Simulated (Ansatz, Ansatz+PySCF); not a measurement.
```xyz
4

H    -0.4540    1.1610    0.4135
C     0.2389    0.7159    1.0688
C     1.0343    0.5414    2.0671
O     1.8601    0.3242    2.8483
```

Basis set: def2-SVP (spherical functions). Correlated methods keep 3 orbitals frozen. Charge 0, multiplicity 2.

Computed with Ansatz (development build ahead of 0.2.0); each method stands on the lowest determinant of its kind that the runs found.

Q: Give the atomization energy at this shape (free ground-state atoms in the same class of orbitals less the molecule, no zero-point energy) of doublet C₂HO by PBE0 (unrestricted), UHF-MP2, UHF.

A:

| method | atomization energy |
| --- | --- |
| PBE0 (unrestricted) | 431.82 kcal/mol |
| UHF-MP2 | 409.25 kcal/mol |
| UHF | 284.70 kcal/mol |
